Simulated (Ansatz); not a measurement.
Saddle point of SiN3H7, singlet (SiN₃H₇ ([NH2][SiH]([NH2])[NH2]) → SiN₃H₅ ([NH][Si]([NH2])[NH2]) + H₂; bonds formed: H2–H4; bonds broken: Si1–H2, N3–H4), PBE0-D4/def2-TZVP structure:

```tsv
atom	x (Å)	y (Å)	z (Å)
Si1	0.0440	0.1352	-0.1106
H2	0.3363	-1.4394	-0.9525
N3	0.5847	0.7342	-1.5106
H4	0.5687	-0.7622	-1.5336
N5	0.9580	0.0032	1.3019
N6	-1.5800	0.0454	0.3399
H7	0.7408	1.6591	-1.8734
H8	1.9608	0.0612	1.2641
H9	0.6139	-0.3048	2.1950
H10	-1.9233	-0.2668	1.2318
H11	-2.3039	0.1348	-0.3522
```

Energies are electronic, without zero-point energy. Barriers and step energies count from the start structure reached by relaxing down the imaginary mode; all methods use the PBE0-D4 structures, on which another method's saddle can fall below an end. Computed with Ansatz 0.2.0 (basis: def2-TZVPP, with def2-QZVPP for the basis limit); correlated methods freeze the cores. B3LYP uses VWN-RPA correlation. Extrapolation: Hartree–Fock as exp(−7.88 √X), correlation as X^−2.97.

```csv
method,barrier (eV),step energy (eV)
SPW92,2.552,2.249
PBE-D4,2.682,2.021
BLYP-D4,2.771,1.874
r2SCAN-D4,2.841,2.126
B97M-V,?,2.147
PBE0-D4,2.925,2.232
B3LYP-D4,2.960,2.072
r2SCAN0-D4,3.009,2.276
BHLYP-D4,?,2.300
CAM-B3LYP-D4,3.057,2.204
wB97X-V,3.091,2.259
wB97M-V,3.015,2.192
B2PLYP,3.006,2.107
PBE-QIDH,?,2.311
RPA on PBE,3.074,2.124
HF,3.652,2.413
MP2,3.011,2.144
CCSD,3.197,2.259
CCSD(T),3.084,2.191
```

Task: Fill in the withheld barriers. (To be estimated.)

Result: By the calculation: PBE-QIDH 3.067; B97M-V 2.939; BHLYP-D4 3.236 eV. Each is the energy of the saddle less that of the start structure, by the same method.

For comparison, the barrier by CCSD(T) at an estimated basis limit (MP2 extrapolated from triple and quadruple zeta, plus CCSD(T) − MP2 in triple zeta) is 3.040 eV.

T1 diagnostic: at most 0.014.

Labels in which every atom is bracketed show which atoms are joined, not bond orders.

For scale, one of the runs: CCSD(T)/def2-TZVPP, 233 basis functions, launched by `ansatz run in.yaml --threads 4 --pin off --events-out ev --progress --plain --max-ram 9574MiB`. The run took 74 s on 4 CPU threads of an Arm Neoverse V2 (shared host), with 4.2 GiB of host memory at its peak.
